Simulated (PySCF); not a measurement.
Al(Cl)2(NHMe) (CH4AlCl2N), SMILES C[NH][Al]([Cl])[Cl].

Geometry: B3LYP-D3(BJ)/def2-SVP. The structure was generated by enumeration; whether it is a known compound was not checked. The values are those of a single conformer.

Two levels are set side by side: PBE/def2-TZVP (PySCF) and HF/def2-TZVP (PySCF). Same geometry, gas phase. Differences are taken from unrounded values.

```
quantity                         HF
---------------------------  ------
orbital gap (eV)              12.93
highest occupied level (eV)  -10.56
lowest empty level (eV)        2.37
dipole moment (D)              2.37
mean polarisability (bohr³)    60.5
```

**Question.** What does PBE give, and how far is it from HF? (An estimate is asked for; the answer gives what the named calculation found.)

**Answer.** 
| quantity | PBE | PBE minus HF |
|---|---|---|
| orbital gap (eV) | 4.46 | -8.47 |
| highest occupied level (eV) | -5.94 | 4.63 |
| lowest empty level (eV) | -1.48 | -3.85 |
| dipole moment (D) | 2.39 | 0.02 |
| mean polarisability (bohr³) | 69.8 | 9.2 |

Without exact exchange PBE keeps part of each electron's self-repulsion, which lifts occupied levels and narrows the gap. PBE's more diffuse valence density responds more strongly to a field. Differences between two approximate levels are no errors against the true value.

Rough cost on one machine, each run with all the roots and properties that it gave: HF against PBE about 1/3.
